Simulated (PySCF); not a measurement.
Compound: C6H10NS (charge +1).
Numbering: `[CH3:1][CH2:2][c:3]1[cH:4][s:5][cH:6][n+:7]1[CH3:8]` (hydrogens: H9, H10, H11 on C1; H12, H13 on C2; H14 on C4; H15 on C6; H16, H17, H18 on C8)

Structure used (GFN2-xTB), in Å, numbered top down from 1:
```xyz
18
C6H10NS angstrom
C      2.0969    0.0262    0.6384
C      1.2626    0.2216   -0.6335
C     -0.0391   -0.4956   -0.5288
C     -0.2657   -1.7901   -0.8810
S     -1.8743   -2.2778   -0.5458
C     -2.2019   -0.7403    0.0563
N     -1.1639    0.0801    0.0084
C     -1.2252    1.4479    0.4610
H      3.0344    0.5641    0.5403
H      1.5817    0.3984    1.5201
H      2.3199   -1.0263    0.7887
H      1.0995    1.2844   -0.8106
H      1.8150   -0.1821   -1.4823
H      0.4377   -2.4705   -1.3182
H     -3.1603   -0.4453    0.4429
H     -1.0776    2.1301   -0.3778
H     -0.4507    1.6356    1.2042
H     -2.1978    1.6457    0.9060
```

The calculation used TDDFT wB97X-D/def2-SVPD, vertical, gas phase, core orbitals frozen in the response in PySCF 2.14.0, density-fitted response routines.

Ground-to-excited transition dipoles (e·a0, same axes as the geometry; the sign carries no meaning), for the states with f of 0.002 or more among the lowest 7:

```csv
state,E (eV),μx,μy,μz
S1,5.316,0.583,-0.404,-0.291
S2,6.440,-0.104,-0.445,-0.046
S4,7.410,1.029,1.151,0.183
S5,7.448,-0.487,-0.458,-0.223
S7,7.873,-0.119,-0.055,-0.035
```

Task: What oscillator strength does each state have?

Result: f = (2/3) ΔE |μ|² with ΔE in hartree (27.2114 eV).

| state | \|μ\|² (au) | \|μ\| (D) | f |
| --- | --- | --- | --- |
| S1 | 0.588 | 1.95 | 0.077 |
| S2 | 0.211 | 1.17 | 0.033 |
| S4 | 2.418 | 3.95 | 0.439 |
| S5 | 0.497 | 1.79 | 0.091 |
| S7 | 0.018 | 0.34 | 0.004 |

Task: Which bond between heavy atoms lies closest to the direction of the S4 transition dipole?

Result: C6–N7, at 13° from it; next C2–C3 at 22°.

Task: What angle do the transition dipoles of S1 and S5 make?

Result: |cos θ| = |μa·μb| / (|μa| |μb|) = 0.06, so θ ≈ 86° (taken between 0 and 90°, since the signs are arbitrary).

Task: What peak molar absorption coefficient would the strongest computed level give as a lone Gaussian band 0.5 eV wide at half height?

Result: ε(max) = 2.175×10⁸ f / FWHM, with the width in cm⁻¹. S4: 2.175×10⁸ × 0.4390 / 4033 ≈ 24000 L mol⁻¹ cm⁻¹.

One conformer stands for the species.
